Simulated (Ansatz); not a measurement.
C3H9ClSi (`CCC[SiH2]Cl`) at its PBE0-D4/def2-TZVP geometry, where that method's forces vanish. The species carries charge 0 and has multiplicity 1.

```json
{"atom": "C1", "x (Å)": "0.1390", "y (Å)": "-0.3481", "z (Å)": "2.0479"}
{"atom": "C2", "x (Å)": "-0.4000", "y (Å)": "-0.3711", "z (Å)": "0.6274"}
{"atom": "C3", "x (Å)": "0.4633", "y (Å)": "0.4293", "z (Å)": "-0.3441"}
{"atom": "Si4", "x (Å)": "-0.1570", "y (Å)": "0.4451", "z (Å)": "-2.1003"}
{"atom": "Cl5", "x (Å)": "-0.2138", "y (Å)": "-1.4820", "z (Å)": "-2.8380"}
{"atom": "H6", "x (Å)": "1.1478", "y (Å)": "-0.7677", "z (Å)": "2.0904"}
{"atom": "H7", "x (Å)": "-0.4929", "y (Å)": "-0.9290", "z (Å)": "2.7239"}
{"atom": "H8", "x (Å)": "0.1902", "y (Å)": "0.6740", "z (Å)": "2.4333"}
{"atom": "H9", "x (Å)": "-1.4226", "y (Å)": "0.0224", "z (Å)": "0.6174"}
{"atom": "H10", "x (Å)": "-0.4726", "y (Å)": "-1.4064", "z (Å)": "0.2794"}
{"atom": "H11", "x (Å)": "0.5318", "y (Å)": "1.4765", "z (Å)": "-0.0201"}
{"atom": "H12", "x (Å)": "1.4904", "y (Å)": "0.0459", "z (Å)": "-0.3479"}
{"atom": "H13", "x (Å)": "-1.5393", "y (Å)": "0.9806", "z (Å)": "-2.1813"}
{"atom": "H14", "x (Å)": "0.7357", "y (Å)": "1.2306", "z (Å)": "-2.9879"}
```

For each bond, give half the difference of the two atoms' forces along it (eV/Å; positive pushes the atoms apart) under PBE-D4, r2SCAN-D4, B3LYP-D4, ωB97M-V in def2-TZVPP. (An estimate is asked.)

Computed: 
```json
{"bond": "C1–C2", "length (Å)": "1.519", "PBE-D4": "0.01", "r2SCAN-D4": "0.11", "B3LYP-D4": "0.18", "ωB97M-V": "0.18"}
{"bond": "C1–H6", "length (Å)": "1.093", "PBE-D4": "0.11", "r2SCAN-D4": "-0.03", "B3LYP-D4": "-0.06", "ωB97M-V": "-0.07"}
{"bond": "C1–H7", "length (Å)": "1.093", "PBE-D4": "0.10", "r2SCAN-D4": "-0.04", "B3LYP-D4": "-0.08", "ωB97M-V": "-0.09"}
{"bond": "C1–H8", "length (Å)": "1.094", "PBE-D4": "0.11", "r2SCAN-D4": "-0.03", "B3LYP-D4": "-0.06", "ωB97M-V": "-0.07"}
{"bond": "C2–C3", "length (Å)": "1.526", "PBE-D4": "0.01", "r2SCAN-D4": "0.13", "B3LYP-D4": "0.17", "ωB97M-V": "0.17"}
{"bond": "C2–H9", "length (Å)": "1.096", "PBE-D4": "0.11", "r2SCAN-D4": "-0.05", "B3LYP-D4": "-0.09", "ωB97M-V": "-0.11"}
{"bond": "C2–H10", "length (Å)": "1.095", "PBE-D4": "0.11", "r2SCAN-D4": "-0.05", "B3LYP-D4": "-0.11", "ωB97M-V": "-0.11"}
{"bond": "C3–Si4", "length (Å)": "1.863", "PBE-D4": "-0.01", "r2SCAN-D4": "-0.02", "B3LYP-D4": "0.04", "ωB97M-V": "0.00"}
{"bond": "C3–H11", "length (Å)": "1.098", "PBE-D4": "0.11", "r2SCAN-D4": "-0.03", "B3LYP-D4": "-0.08", "ωB97M-V": "-0.08"}
{"bond": "C3–H12", "length (Å)": "1.096", "PBE-D4": "0.12", "r2SCAN-D4": "-0.02", "B3LYP-D4": "-0.08", "ωB97M-V": "-0.07"}
{"bond": "Si4–Cl5", "length (Å)": "2.064", "PBE-D4": "0.17", "r2SCAN-D4": "0.04", "B3LYP-D4": "0.22", "ωB97M-V": "0.11"}
{"bond": "Si4–H13", "length (Å)": "1.485", "PBE-D4": "0.07", "r2SCAN-D4": "-0.03", "B3LYP-D4": "-0.12", "ωB97M-V": "-0.14"}
{"bond": "Si4–H14", "length (Å)": "1.484", "PBE-D4": "0.06", "r2SCAN-D4": "-0.03", "B3LYP-D4": "-0.13", "ωB97M-V": "-0.15"}
```

B3LYP here is the variant with VWN-RPA as its local correlation; programs differ in this.
